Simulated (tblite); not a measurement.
C2H6ClSi4 (doublet state).
Cartesian coordinates in Å at the GFN2-xTB level; atoms count from 1:
```
atom  x, y, z in Å
C1     3.552    0.528   -1.382
C2     2.624    0.458   -0.596
Si3    1.332   -0.107    0.582
Si4   -0.239   -1.764   -0.098
Si5   -1.843   -0.089   -0.547
Si6   -0.399    1.580    0.348
Cl7   -0.992    2.144    2.234
H8     1.936   -0.305    1.913
H9    -0.663   -2.744    0.916
H10    0.147   -2.613   -1.231
H11   -3.167   -0.150    0.084
H12   -2.148    0.186   -1.957
H13   -0.142    2.876   -0.283
```

Computed with GFN2-xTB (tblite): harmonic, unscaled wavenumbers at the GFN2-xTB geometry, gas phase. The method is semi-empirical: single wavenumbers can be off by several per cent or more. Modes of hydrogen on silicon can be 10 to 20 % off. One conformer, not necessarily the lowest. Open shells enter through the occupations alone, without spin polarisation, and single modes of such species can be off by tens of per cent.

Harmonic wavenumbers (cm⁻¹): 33.4, 63.0, 69.8, 97.2, 125.0, 203.8, 244.4, 244.9, 282.7, 287.7, 325.2, 335.9, 355.4, 375.8, 396.2, 420.4, 450.9, 461.5, 472.1, 492.6, 588.3, 593.3, 634.7, 702.5, 815.2, 838.1, 1965.0, 2125.6, 2152.1, 2186.2, 2198.5, 2201.6, 2208.8.

A = 1157, B = 808.3, C = 580.4 MHz; mass 176.924 u (most abundant isotopes); point group C1, symmetry number 1; spin multiplicity 2.

Q: What is the zero-point energy?

A: ½Σν̃ = 12474 cm⁻¹ = 35.66 kcal/mol.

Q: Give the ideal-gas entropy at 298.15 K and 1 bar in the rigid-rotor, harmonic-oscillator model (classical rotation).

A: Translation 41.44, rotation 30.76, vibration 40.86, spin (R ln 2) 1.38: S = 114.4 cal/(mol K).

Q: And Cp and H(298.15 K) − H(0)?

A: Cp = 46.18 cal/(mol K), of which vibrations give 38.23 (their classical limit is 33 R = 65.6); H(298.15 K) − H(0) = 8.71 kcal/mol without the zero-point energy, 6.34 from vibrations.

Q: How do the functions run with temperature in this model?

A: 
```json
{"T (K)": "150", "S (cal/(mol K))": "87.8", "Cp (cal/(mol K))": "30.9", "H − H(0) (kcal/mol)": "2.84", "G − H(0) (kcal/mol)": "-10.34", "ln q(vib)": "4.39"}
{"T (K)": "250", "S (cal/(mol K))": "106.6", "Cp (cal/(mol K))": "42.6", "H − H(0) (kcal/mol)": "6.57", "G − H(0) (kcal/mol)": "-20.09", "ln q(vib)": "8.11"}
{"T (K)": "400", "S (cal/(mol K))": "128.8", "Cp (cal/(mol K))": "51.3", "H − H(0) (kcal/mol)": "13.70", "G − H(0) (kcal/mol)": "-37.82", "ln q(vib)": "13.38"}
{"T (K)": "600", "S (cal/(mol K))": "150.9", "Cp (cal/(mol K))": "57.5", "H − H(0) (kcal/mol)": "24.63", "G − H(0) (kcal/mol)": "-65.90", "ln q(vib)": "19.44"}
{"T (K)": "900", "S (cal/(mol K))": "175.4", "Cp (cal/(mol K))": "63.2", "H − H(0) (kcal/mol)": "42.81", "G − H(0) (kcal/mol)": "-115.02", "ln q(vib)": "26.87"}
```

q(vib) and H(0) count from the zero-point level.

Q: Which modes carry the vibrational entropy at 298.15 K?

A: 33.4 cm⁻¹: 5.62; 63.0 cm⁻¹: 4.36; 69.8 cm⁻¹: 4.16; 97.2 cm⁻¹: 3.51; 125.0 cm⁻¹: 3.02; 203.8 cm⁻¹: 2.10 cal/(mol K); the other 27 give 18.09 together.

Hindered rotation and anharmonicity are outside this model. Other conformers, if any are populated, would add a mixing term that is left out. The structure is chiral; the term R ln 2 for an equal mix with its mirror image is left out.
